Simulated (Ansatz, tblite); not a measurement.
Spin states of Al₂P₂⁻ (the lowest doublet isomer of a short search), each relaxed with B3LYP-D4/def2-TZVPD in Ansatz. Electronic energies in the gas phase.

The xTB rows come from tblite. LC-ωPBE has ω = 0.4 bohr⁻¹. Correlated methods freeze 20 core orbitals. The structure comes from a short search, and lower isomers may exist.

Doublet geometry (C2v within 0.1 Å):

Cartesian coordinates in Å:
```
Al 0.2074 0.2740 2.0670
Al 0.2428 0.1483 -2.0760
P 0.5339 -1.0182 0.0355
P -0.9841 0.5959 -0.0265
```

Quartet geometry (D2h within 0.1 Å):

Cartesian coordinates in Å:
```
Al 0.957 1.464 -1.105
Al -0.957 -1.464 1.105
P -0.845 -0.034 -0.776
P 0.845 0.033 0.776
```

⟨S²⟩: doublet 0.76 at PBE0-D4/def2-TZVPD (pure 0.75), quartet 3.77 at PBE0-D4/def2-TZVPD (pure 3.75).

Run but left out: HF/STO-3G, HF/def2-TZVPD, HF/def2-QZVPPD, MP2/def2-TZVPD (quartet: a determinant that CCSD turns far, T1 0.060); MP2/def2-QZVPPD (doublet: ⟨S²⟩ 0.90, where a pure state has 0.75).

Only these spin states were relaxed.

Estimate which spin state lies lowest at each of these levels, and by how much: GFN1-xTB; GFN2-xTB; PBE0-D4/def2-TZVPD; BHLYP-D4/def2-TZVPD; LC-ωPBE/def2-TZVPD; ωB97X-V/def2-TZVPD; ωB97M-V/def2-TZVPD; B2PLYP/def2-TZVPD.


```tsv
level	quartet − doublet (kcal/mol)	lowest of these	remarks
GFN1-xTB	83.2	doublet	–
GFN2-xTB	45.4	doublet	–
PBE0-D4/def2-TZVPD	36.1	doublet	HOMO above zero (quartet)
BHLYP-D4/def2-TZVPD	44.1	doublet	HOMO above zero (quartet)
LC-ωPBE/def2-TZVPD	40.9	doublet	–
ωB97X-V/def2-TZVPD	47.3	doublet	–
ωB97M-V/def2-TZVPD	48.8	doublet	–
B2PLYP/def2-TZVPD	40.7	doublet	–
```

The xTB methods have no spin-polarisation term.
